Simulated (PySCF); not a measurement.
The calculation used delta-SCF UKS SCAN, pcX-2 on the ionised atom, pcseg-1 elsewhere, spin-free X2C (PySCF 2.14.0). Geometries: PBE0-D3(BJ)/def2-SVP; isolated species, one conformer each. Values against the vacuum level.

Question: Order these sites by rising C 1s binding energy.
A. C3 in `[BH:1]1[CH2:2][CH2:3][CH2:4][CH2:5][NH:6]1`
B. C6 in `[CH3:1][CH2:2][C@@H:3]1[CH2:4][CH:5]=[CH:6][S:7]1(=[O:8])=[O:9]`
C. C1 in `[cH:1]1[cH:2][cH:3][c:4]2[c:5]([cH:6]1)[CH2:7][CH2:8][S:9]2`
D. C5 in `[F:1][C:2]([F:3])([F:4])[CH2:5][S-:6]`

Answer: D (286.71 eV), C (289.86 eV), A (290.77 eV), B (291.06 eV).

From the lowest up, the atoms are bonded to: S, C and 2 H in a species of charge -1 (286.71); 2 C (aromatic in the SMILES) and H (289.86); 2 C and 2 H (290.77); S, C (double bond) and H (291.06).

Question: Rank by computed S 1s binding energy, lowest first.
A. Sulfur in `O[B](O)[GeH2][SH]`
B. Sulfur in `c12c(CCS2)cccc1`
C. Sulfur in `CC[C@@H]1CC=CS1(=O)=O`
D. Sulfur in `FC(F)(F)C[S-]`

Answer: D (2469.31 eV), A (2476.46 eV), B (2476.84 eV), C (2482.21 eV).

The highest is bonded to 2 O (double bond) and 2 C, the lowest to C in a species of charge -1; the range is 12.90 eV.

The basis sets have no added diffuse functions, a weakness for anions.
